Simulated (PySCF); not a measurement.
Electron correlation in Ir⁴¹⁺ (iridium, charge +41)

Starting occupation: [Kr]. Computed with PySCF 2.14 in an even-tempered Gaussian basis (18 s from 2.1 bohr⁻², ratio 2.6; 15 p from 2.8 bohr⁻², ratio 2.6; 11 d from 2.8 bohr⁻², ratio 2.6; 6 f from 2.8 bohr⁻², ratio 2.8), with X2C-1e with screened-nucleus spin-orbit coupling, Gaussian nucleus. Frozen: [Ar] 3d10; 8 electrons correlated; the 108 highest virtual spinors left out.

MP2 pair energies summed by pair of shells (mhartree):

```tsv
pair	energy	share (%)
4p3/2-4p3/2	-124.13	39.1
4p1/2-4p3/2	-106.14	33.5
4p3/2-4s1/2	-31.56	10.0
4p1/2-4p1/2	-27.82	8.8
4p1/2-4s1/2	-15.96	5.0
4s1/2-4s1/2	-11.49	3.6
```

Total MP2 correlation energy: -317.09 mhartree.

The virtual space was cut to 74 spinors, which keep -313.69 of the -317.09 mhartree of MP2 correlation.

| level | correlation energy (mhartree) |
| --- | --- |
| CCSD | -334.01 |
| (T) | -2.20 |
| CCSD(T) | -336.21 |

Diagnostics: T1 = 0.00017, largest double amplitude 0.034.

Cost of the coupled-cluster step: 56 s of wall time on 1 thread of AMD EPYC 7R43 64-Core Processor (shared host), for 8 occupied and 74 virtual spinors.

Iterations:

```
Init t2, MP2 energy = -0.313686230335533
CCSD nocc = 8, nmo = 82
Init t2, MP2 energy = -0.313686230335533
Init E_corr(GCCSD) = -0.313686230335533
cycle = 1  E_corr(GCCSD) = -0.331802732134654  dE = -0.0181165018  norm(t1,t2) = 0.00893373
cycle = 2  E_corr(GCCSD) = -0.333699048284988  dE = -0.00189631615  norm(t1,t2) = 0.00146444
cycle = 3  E_corr(GCCSD) = -0.334024793547041  dE = -0.000325745262  norm(t1,t2) = 0.000319329
cycle = 4  E_corr(GCCSD) = -0.334012302478764  dE = 1.24910683e-05  norm(t1,t2) = 2.12322e-05
cycle = 5  E_corr(GCCSD) = -0.334012493320098  dE = -1.90841334e-07  norm(t1,t2) = 1.60631e-06
cycle = 6  E_corr(GCCSD) = -0.334012500918453  dE = -7.59835495e-09  norm(t1,t2) = 1.01646e-07
GCCSD converged
E(GCCSD) = -16774.10856479795  E_corr = -0.3340125009184526
```

At this charge the one-electron X2C treatment keeps the bare 1/r₁₂, with no two-electron picture change or Breit term. The effect here is smaller than on the frozen 1s shell.
